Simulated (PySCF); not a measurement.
SiCl₃ (doublet). Computed with UPBE0/[Si def2-SVP, Cl def2-SVP], no relativity, density fitting, PySCF.

Harmonic bands of its minimum:

```csv
ω (cm⁻¹),"IR (km/mol, summed over degenerate members)",degeneracy
162,3.7,2
236,8.1,1
480,26.8,1
601,341,2
```

Q: The central atom is Si. Infer the point group and assign the bands.

A: C3v. The modes span 2e + 2a1: 162 e, 236 a1, 480 a1, 601 e. The computed geometry has Si–Cl 2.060 Å (×3); Cl–Si–Cl 109.2° (×3).

This need not be the most stable arrangement of these atoms.
